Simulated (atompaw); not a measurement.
**How hard is this magnesium PAW (atompaw) potential?**

magnesium, PAW, made with atompaw 4.2.0.5 (PBE, scalar-relativistic). Core [He], reference 2s2 2p6 3s2 3p0. Waves: 2s (bound): rc 0.80 bohr; 3s (bound): rc 1.15 bohr; 2p (bound): rc 0.65 bohr; 3p (bound, empty): rc 1.20 bohr. Local part: troulliermartins scheme with l = 2 at 0.5 Ry, radius 0.80 bohr. Core correction: smooth core density matched at 1.10 bohr. Augmentation charge: gaussian compensation charge, radius 1.20 bohr; PAW radius 1.20 bohr; waves and projectors: custom polynom vanderbiltortho.

The pseudo-atom Hamiltonian at the reference potential is diagonalised in spherical Bessel functions j_l(qr) that vanish at 20 bohr, with q² up to the cutoff. All-electron valence levels (Ry): 2s -5.8685, 3s -0.3458, 2p -3.4261, 3p -0.0977.

Q: How do the lowest levels (Ry) of each channel move with the cutoff, and are there ghosts?

A:

```
cutoff (Ry)     s #1     s #2    s #3     p #1     p #2    p #3    d #1    d #2    f #1    f #2  Σ f·Δε (mRy)
          8  -3.6405  -0.2366  0.0153  -0.0730   0.0517  0.1727  0.0530  0.1351  0.1079  0.2295       24792.4
         25  -5.6414  -0.3413  0.0020  -0.0982   0.0450  0.1599  0.0530  0.1348  0.1079  0.2295       20430.0
         50  -5.8664  -0.3458  0.0015  -1.4030  -0.0977  0.0449  0.0530  0.1348  0.1079  0.2295       12142.4
        100  -5.8684  -0.3458  0.0015  -3.3315  -0.0977  0.0449  0.0530  0.1348  0.1079  0.2295         567.3
        180  -5.8685  -0.3458  0.0015  -3.4246  -0.0977  0.0448  0.0530  0.1348  0.1079  0.2295           8.2
        400  -5.8685  -0.3458  0.0015  -3.4260  -0.0977  0.0448  0.0530  0.1348  0.1079  0.2295           0.0
```

Result: no extra level below or beside the all-electron valence levels (s, p, d, f tested); 10 mRy is reached at 180 Ry and 1 mRy at over 300 Ry.
